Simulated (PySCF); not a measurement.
CS₂, triplet, at a GFN2-xTB geometry (a higher spin typed on purpose: for a closed-shell molecule this is an excited state), with bond 3-2 at 2.4 times its length; PySCF with CASSCF(2,4)/STO-3G.

The PySCF input:
```python
from pyscf import gto, scf, mcscf
import numpy

mol = gto.Mole()
mol.atom = '''
    S    -1.45823210    0.06470296    0.15607009
    C    -0.02121593   -0.08924888   -0.59109538
    S     3.54855367    0.04998532    0.98495116
'''
mol.basis = 'sto-3g'
mol.spin = 2
mol.verbose = 4
mol.build()

mf = scf.ROHF(mol)
mf.kernel()
mc = mcscf.CASSCF(mf, 4, 2)
mc.fix_spin_(ss=2.0)
mc.conv_tol = 1e-5
mc.kernel()
occ = numpy.linalg.eigvalsh(mc.fcisolver.make_rdm1(mc.ci, mc.ncas, mc.nelecas))[::-1]
ss = mc.fcisolver.spin_square(mc.ci, mc.ncas, mc.nelecas)[0]
print('natural occupations', occ.round(4), ' <S^2>', round(ss, 4))
```

Question: What does PySCF print? Leave out banner, timings and long lists.

Answer: 
```
PySCF version 2.14.0

[INPUT] verbose = 4
[INPUT] num. atoms = 3
[INPUT] num. electrons = 38
[INPUT] charge = 0
[INPUT] spin (= nelec alpha-beta = 2S) = 2
[INPUT] symmetry False subgroup None
[INPUT] Mole.unit = angstrom
[INPUT] Symbol           X                Y                Z      unit          X                Y                Z       unit  Magmom
[INPUT]  1 S     -1.458232100000   0.064702960000   0.156070090000 AA   -2.755659295049   0.122270873849   0.294929726336 Bohr   0.0
[INPUT]  2 C     -0.021215930000  -0.089248880000  -0.591095380000 AA   -0.040092297178  -0.168655940124  -1.117008381696 Bohr   0.0
[INPUT]  3 S      3.548553670000   0.049985320000   0.984951160000 AA    6.705794574620   0.094458565049   1.861287938473 Bohr   0.0

nuclear repulsion = 70.9286349202523
number of shells = 13
number of NR pGTOs = 69
number of NR cGTOs = 23
basis = sto-3g
ecp = {}

******** <class 'pyscf.scf.rohf.ROHF'> ********
method = ROHF
initial guess = minao
damping factor = 0
level_shift factor = 0
DIIS = <class 'pyscf.scf.diis.CDIIS'>
diis_start_cycle = 1
diis_space = 8
diis_damp = 0
SCF conv_tol = 1e-09
SCF conv_tol_grad = None
SCF max_cycles = 50
direct_scf = True
direct_scf_tol = 1e-13
num. doubly occ = 18  num. singly occ = 2
Set gradient conv threshold to 3.16228e-05
init E= -822.559231968948
  HOMO = -0.233595506073793  LUMO = 0.059694996506279  gap/eV = 7.98084
cycle= 1 E= -823.49485306817  delta_E= -0.936  |g|= 0.415  |ddm|= 2.01
  HOMO = -0.00874357097539069  LUMO = 0.148675602593788  gap/eV = 4.28359
cycle= 2 E= -823.489216111507  delta_E= 0.00564  |g|= 0.544  |ddm|= 0.959
  HOMO = -0.0119995821642379  LUMO = 0.212855778395435  gap/eV = 6.11863
cycle= 3 E= -823.58674609834  delta_E= -0.0975  |g|= 0.0266  |ddm|= 0.453
  HOMO = -0.0347688686761676  LUMO = 0.228302241952149  gap/eV = 7.15853
cycle= 4 E= -823.587468193951  delta_E= -0.000722  |g|= 0.0142  |ddm|= 0.0794
  HOMO = -0.0392173748505412  LUMO = 0.231762510792298  gap/eV = 7.37374
cycle= 5 E= -823.587679825402  delta_E= -0.000212  |g|= 0.00776  |ddm|= 0.046
  HOMO = -0.0369292847557638  LUMO = 0.229319509291109  gap/eV = 7.24500
cycle= 6 E= -823.587730279454  delta_E= -5.05e-05  |g|= 0.0017  |ddm|= 0.0168
  HOMO = -0.0363991218197055  LUMO = 0.22896413777852  gap/eV = 7.22090
cycle= 7 E= -823.587733030694  delta_E= -2.75e-06  |g|= 0.000453  |ddm|= 0.00558
  HOMO = -0.0367278571693173  LUMO = 0.229231230735731  gap/eV = 7.23712
cycle= 8 E= -823.587733816467  delta_E= -7.86e-07  |g|= 0.00028  |ddm|= 0.00222
  HOMO = -0.0367091710525041  LUMO = 0.229206457133721  gap/eV = 7.23593
cycle= 9 E= -823.587734631797  delta_E= -8.15e-07  |g|= 0.000265  |ddm|= 0.00258
  HOMO = -0.0367051407538734  LUMO = 0.229204860656452  gap/eV = 7.23578
cycle= 10 E= -823.58773587171  delta_E= -1.24e-06  |g|= 0.000259  |ddm|= 0.00397
  HOMO = -0.0367024747387268  LUMO = 0.229211577535843  gap/eV = 7.23589
cycle= 11 E= -823.587737428  delta_E= -1.56e-06  |g|= 0.000257  |ddm|= 0.00503
  HOMO = -0.0367009323578954  LUMO = 0.229219566624595  gap/eV = 7.23607
cycle= 12 E= -823.58774018202  delta_E= -2.75e-06  |g|= 0.000253  |ddm|= 0.009
  HOMO = -0.0364435560484873  LUMO = 0.229282693786687  gap/eV = 7.23078
cycle= 13 E= -823.587756653615  delta_E= -1.65e-05  |g|= 0.000234  |ddm|= 0.0568
  HOMO = -0.0331869338549111  LUMO = 0.229494385969508  gap/eV = 7.14792
cycle= 14 E= -823.587798407537  delta_E= -4.18e-05  |g|= 0.000414  |ddm|= 0.183
  HOMO = -0.0314444457858213  LUMO = 0.22951669310833  gap/eV = 7.10111
cycle= 15 E= -823.58780310073  delta_E= -4.69e-06  |g|= 0.000599  |ddm|= 0.0281
  HOMO = -0.0266415063493755  LUMO = 0.229822978687514  gap/eV = 6.97875
cycle= 16 E= -823.587822877311  delta_E= -1.98e-05  |g|= 0.00108  |ddm|= 0.185
  HOMO = -0.0297819496357237  LUMO = 0.229814590623399  gap/eV = 7.06398
cycle= 17 E= -823.58782214603  delta_E= 7.31e-07  |g|= 0.000747  |ddm|= 0.016
  HOMO = -0.0309472117069206  LUMO = 0.229941755552579  gap/eV = 7.09915
cycle= 18 E= -823.587824731157  delta_E= -2.59e-06  |g|= 0.000615  |ddm|= 0.0536
  HOMO = -0.0358659076927237  LUMO = 0.230033672450022  gap/eV = 7.23550
cycle= 19 E= -823.587825509645  delta_E= -7.78e-07  |g|= 9.42e-05  |ddm|= 0.0288
  HOMO = -0.0363253150909826  LUMO = 0.230081487740602  gap/eV = 7.24930
cycle= 20 E= -823.587825680494  delta_E= -1.71e-07  |g|= 4.26e-05  |ddm|= 0.0213
  HOMO = -0.0367585621125063  LUMO = 0.230089872841039  gap/eV = 7.26132
cycle= 21 E= -823.587825682869  delta_E= -2.37e-09  |g|= 3.82e-06  |ddm|= 0.00313
  HOMO = -0.0367612153607741  LUMO = 0.230088272547521  gap/eV = 7.26134
cycle= 22 E= -823.587825682953  delta_E= -8.42e-11  |g|= 4.01e-06  |ddm|= 0.000907
  HOMO = -0.0367254702159099  LUMO = 0.230087884824039  gap/eV = 7.26036
Extra cycle  E= -823.587825682959  delta_E= -5.34e-12  |g|= 1.32e-06  |ddm|= 6.85e-06
converged SCF energy = -823.587825682959

******** <class 'pyscf.mcscf.mc1step.CASSCF'> ********
CAS (2e+0e, 4o), ncore = 18, nvir = 1
max_cycle_macro = 50
max_cycle_micro = 4
conv_tol = 1e-05
conv_tol_grad = None
orbital rotation max_stepsize = 0.02
orbital rotation threshold for CI restart = 0.01
augmented hessian ah_max_cycle = 30
augmented hessian ah_conv_tol = 1e-12
augmented hessian ah_linear dependence = 1e-14
augmented hessian ah_level shift = 1e-08
augmented hessian ah_start_tol = 2.5
augmented hessian ah_start_cycle = 3
augmented hessian ah_grad_trust_region = 3
kf_trust_region = 3
kf_interval = 4
ci_response_space = 4
ci_grad_trust_region = 3
with_dep4 0
natorb = False
canonicalization = True
sorting_mo_energy = False
ao2mo_level = 2
internal_rotation = False
******** <class 'pyscf.fci.addons.SpinPenaltyFCISolver'> ********
max. cycles = 50
conv_tol = 1e-08
davidson only = True
linear dependence = 1e-12
level shift = 0.001
max iter space = 12
nroots = 1
pspace_size = 400
spin = None
CASCI E = -823.587825682983  S^2 = 2.0000000
Set conv_tol_grad to 0.00316228
macro iter   1 (  1 JK    1 micro), CASSCF E = -823.587825682983  dE =  0.00000000e+00  S^2 = 2.0000000
               |grad[o]|=1.27e-06  |grad[c]|=7.18e-08  |ddm|=3.14e-16  |maxRot[o]|=    0
1-step CASSCF converged in   1 macro (  1 JK   1 micro) steps
CASSCF canonicalization
Density matrix diagonal elements [1.00000000e+00 1.00000000e+00 1.64372132e-11 1.69932611e-11]
CASSCF energy = -823.587825682983
CASCI E = -823.587825682983  E(CI) = -1.12932799682551  S^2 = 2.0000000
natural occupations [1. 1. 0. 0.]  <S^2> 2.0
```
